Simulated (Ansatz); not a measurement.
# Relaxing a trial structure of C2H10SSi2

The starting geometry of this gas-phase singlet was optimised with GFN2-xTB; its bonds are those of `CCS[SiH2][SiH3]`.

```xyz
15

C     0.1120   -1.1828   -0.8586
C     1.0312    0.0029   -1.0757
S     1.7576    0.6303    0.4818
Si    0.0457    1.4922    1.4655
Si   -1.2796    2.6896   -0.0068
H     0.6364   -1.9719   -0.3238
H    -0.7637   -0.8947   -0.2790
H    -0.2196   -1.5730   -1.8192
H     1.8882   -0.2807   -1.6859
H     0.5080    0.8293   -1.5599
H     0.7060    2.2682    2.5080
H    -0.6571    0.3898    2.1330
H    -2.1891    1.8208   -0.7637
H    -2.1047    3.6374    0.7409
H    -0.5139    3.4496   -0.9991
```

Task: Predict what it relaxes into with PBE-D3(BJ)/def2-SVP.

Result: It keeps its bonds, and is `CCS[SiH2][SiH3]`.

The energy falls by 0.22 eV over 16 steps:

```
step  E − E(last) (eV)
   1             0.215
   3             0.010
   4             0.008
   6             0.004
   8             0.002
   9             0.001
  11             0.000
  13             0.000
  14             0.000
  16             0.000
```

Final geometry (Å):

```xyz
15

C     0.0742   -1.2036   -0.8275
C     1.0272   -0.0519   -1.1156
S     1.8290    0.6842    0.3823
Si    0.1281    1.4862    1.4492
Si   -1.2733    2.7229    0.0135
H     0.5757   -2.0004   -0.2432
H    -0.8100   -0.8656   -0.2484
H    -0.2983   -1.6449   -1.7757
H     1.8894   -0.3889   -1.7261
H     0.5282    0.7591   -1.6860
H     0.7351    2.3855    2.4912
H    -0.6907    0.4391    2.1656
H    -1.8978    1.8246   -1.0227
H    -2.3835    3.3761    0.7948
H    -0.4760    3.7849   -0.6942
```

The end wasn't checked by frequencies. Run with Ansatz 0.2.0, 21 s on 4 threads of Arm Neoverse V1, on a shared host.
